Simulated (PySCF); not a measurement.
A GIAO shielding run with PySCF 2.14.0 with density-fitted response routines (density fitting, non-relativistic, gas phase) on `CC[C@H](C)n1ncc([SiH3])n1`, C₆H₁₃N₃Si:

```
$ OMP_NUM_THREADS=1 python probes_run.py task.json out

{"job": {"kind": "nmr", "xc": "PBE0", "basis": "pcSseg-1"}, "charge": 0, "multiplicity": 1}
C     -1.915210     1.868593     0.137273
C     -1.901337     0.496683     0.799941
C     -1.412135    -0.598745    -0.152020
C     -1.495624    -1.980986     0.490245
N     -0.047154    -0.335342    -0.525622
N      0.317138    -0.157889    -1.771458
C      1.622668     0.045578    -1.707547
C      2.023067    -0.019172    -0.363420
Si     3.705138     0.180436     0.427128
N      0.922411    -0.264372     0.347221
H     -0.915490     2.149761    -0.185851
H     -2.568413     1.869946    -0.732797
H     -2.270804     2.621555     0.836193
H     -1.240467     0.514431     1.668368
H     -2.906799     0.240068     1.137456
H     -1.983897    -0.574256    -1.085489
H     -2.520902    -2.203372     0.772165
H     -0.869304    -2.007860     1.378409
H     -1.150468    -2.743662    -0.203911
H      2.209308     0.225216    -2.584284
H      4.657890     0.419710    -0.661177
H      4.054520    -1.042487     1.151486
H      3.681112     1.323152     1.341823
```

Hardware: 1 thread of an Arm Neoverse V2, shared host. The job also computes population analyses, field gradients, ring-centre shieldings.

(1) How large is the calculation?

(2) How long does it take, and how much memory does it need?

Results:

(1) 84 electrons, 242 basis functions and 1261 auxiliary functions.

(2) 58 s of wall time, with 14 SCF cycles and 5 response iterations; peak memory 1.1 GiB. Times on a shared host scatter by some tens of per cent.
